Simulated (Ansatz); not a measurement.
Computed with Ansatz on PBE0-D4/def2-TZVP structures; ΔE is electronic, products minus reactants. CCSD(T)/CBS is the MP2 limit (def2-TZVPP, def2-QZVPP) plus CCSD(T) − MP2 in def2-TZVPP, frozen cores. DFT in def2-TZVPP. Elements past krypton have def2 core potentials. For Sc, Sn outer-core shells are correlated without core-valence functions, which leaves a few kJ/mol of doubt a bond. Scalar relativity is left out up to krypton. One conformer a species, not always the lowest.

Reaction (redistribution): `[NH2][Sc]([NH2])[Cl]` + `Cl[SiH2][O][SnH3]` → `[NH2][Sc]([Cl])[Cl]` + `N[SiH2][O][SnH3]`

`[NH2][Sc]([NH2])[Cl]`:

Z-matrix (Å, degrees):
```
N
Sc 1 1.968
H 1 1.013 2 126.1
H 1 1.013 2 126.4 3 180.0
N 2 1.968 1 116.5 3 -180.0
Cl 2 2.330 1 121.8 3 -0.0
H 5 1.013 2 126.1 1 180.0
H 5 1.013 2 126.4 1 0.0
```

`Cl[SiH2][O][SnH3]`:

Z-matrix (Å, degrees):
```
Si
O 1 1.609
Cl 1 2.072 2 109.9
H 1 1.481 2 111.3 3 117.7
H 1 1.481 2 111.5 3 -117.6
Sn 2 1.976 1 135.2 3 3.8
H 6 1.700 2 102.5 1 177.6
H 6 1.700 2 106.6 1 -63.2
H 6 1.701 2 106.7 1 58.4
```

`[NH2][Sc]([Cl])[Cl]`:

Z-matrix (Å, degrees):
```
N
Sc 1 1.940
H 1 1.013 2 125.9
H 1 1.013 2 125.8 3 179.9
Cl 2 2.300 1 116.3 3 -0.0
Cl 2 2.300 1 116.3 3 -180.0
```

`N[SiH2][O][SnH3]`:

Z-matrix (Å, degrees):
```
Si
O 1 1.628
Sn 1 3.205 2 30.0
N 1 1.722 2 110.9 3 21.6
H 1 1.486 2 107.0 3 143.7
H 1 1.488 2 111.4 3 -95.2
H 3 1.704 1 99.1 2 113.3
H 3 1.705 1 92.0 2 -133.3
H 3 1.703 1 126.7 2 -13.3
H 4 1.007 1 122.0 2 86.0
H 4 1.006 1 120.3 2 -124.2
```

Problem. Is it downhill or uphill in electronic energy at CCSD(T)/CBS, and by how much? (An estimate is asked.)

Solution. The calculation gave: Downhill: ΔE = -0.69 eV.

Problem. What do these levels give: ωB97X-V, PBE, PBE0, HF/def2-TZVPP, HF/def2-QZVPP, CCSD/CBS(def2)? (Best estimate.)

Solution. Ansatz gave: ωB97X-V -0.70, PBE -0.65, PBE0 -0.70, HF/def2-TZVPP -0.80, HF/def2-QZVPP -0.80, CCSD/CBS(def2) -0.69 eV.

Largest T1 diagnostic among the species: 0.014.

From PBE to PBE0 (25 % exact exchange), in def2-TZVPP and without D4, ΔE moves by −0.04 eV. In def2-TZVPP, CCSD(T) changes the Hartree–Fock value by +0.08 eV (the triples alone add +0.00 eV) and MP2 by +0.10 eV.
